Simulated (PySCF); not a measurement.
An unknown is described by computed data only.

Elements present: C, F, H and N. Monoisotopic mass: 151.0357 u.

| Quantity | Value |
| --- | --- |
| UV, first state | lowest singlet excitation: 5.26 eV (236 nm, f = 0.003) [TDDFT B3LYP/def2-SVPD] |
| 1H NMR | chemical shifts (computed TMS as zero) by class: 8.10 (1 H), 4.37 (3 H) ppm [GIAO PBE0/pcSseg-1] |
| Polarisability | 68.7 au [B3LYP/def2-SVPD] |
| 13C NMR | chemical shifts (computed TMS as zero) by class: 139.7 (1 C), 135.4 (1 C), 131.1 (1 C), 35.7 (1 C) ppm [GIAO PBE0/pcSseg-1] |
| Dipole | 2.38 D [B3LYP/def2-SVPD] |
| Rotational structure | rotational constants A, B, C: 2.320, 1.169, 0.904 GHz [GFN2-xTB] |
| UV, strongest line | among the 8 lowest singlet transitions: S2 at 6.52 eV (190 nm, f = 0.136) [TDDFT B3LYP/def2-SVPD] |

Electronic properties: PySCF, gas phase, density fitting. Levels stand in brackets. Isolated species at its GFN2-xTB geometry, gas phase. Each NMR value is the plain mean over a class of atoms that symmetry, rotation or inversion makes alike.

Q: Which formula fits the mass and the elements?

A: C4H4F3N3 (calculated 151.0357). No other formula that holds each of these elements comes within 0.0003 u with a fitting electron parity and a possible valence count.

Q: What is the compound? Reason from the data.

A: Numbering: `[CH3:1][n:2]1[n:3][n:4][cH:5][c:6]1[C:7]([F:8])([F:9])[F:10]`. Its formula, C4H4F3N3, gives 3 degrees of unsaturation: 1 ring and 2 π bonds in the structure found (Kekulé form). 4 carbons fall into 4 classes; from least to most shielded: aromatic CH next to a ring nitrogen [C5] (139.7 ppm), substituted aromatic carbon [C6] (135.4 ppm), CF3 carbon [C7] (131.1 ppm), N-methyl carbon [C1] (35.7 ppm). Hydrogen classes from least to most shielded: 1 H on an aromatic CH next to a ring nitrogen, C5 (8.10 ppm), 3 H on an N-methyl carbon, C1 (4.37 ppm, a mean of values up to 0.6 ppm apart in this geometry). S1 is mainly HOMO→LUMO (weight 0.99); the largest Löwdin shares of the orbital it empties are 0.49 on a pyridine-type nitrogen, 0.27 on a pyridine-type nitrogen, 0.10 on the aromatic CH next to a ring nitrogen and 0.08 on the pyrrole-type nitrogen, of the orbital it fills 0.22 on a pyridine-type nitrogen, 0.20 on the pyrrole-type nitrogen, 0.19 on the substituted aromatic carbon and 0.10 on the aromatic CH next to a ring nitrogen. The optimised geometry has point group Cs and is an asymmetric top. Structure: `Cn1nncc1C(F)(F)F`. Computed isomers that give other values at the same levels: `FC(F)(F)Cn1nccn1` (13C chemical shifts (computed TMS as zero) by class: 140.4 (2 C), 132.1 (1 C), 58.6 (1 C) ppm); `FC(F)(F)Cn1cnnc1` (13C chemical shifts (computed TMS as zero) by class: 146.5 (2 C), 131.7 (1 C), 49.8 (1 C) ppm); `Cn1ncc(C(F)(F)F)n1` (13C chemical shifts (computed TMS as zero) by class: 145.5 (1 C), 138.4 (1 C), 130.8 (1 C), 42.1 (1 C) ppm). The assignments are read from this structure; whether some other isomer fits the data as well wasn't checked.

The values belong to the conformer `[CH3:1][n:2]1[n:3][n:4][cH:5][c:6]1[C:7]([F:8])([F:9])[F:10]`: C5–C6–C7–F8 0°.
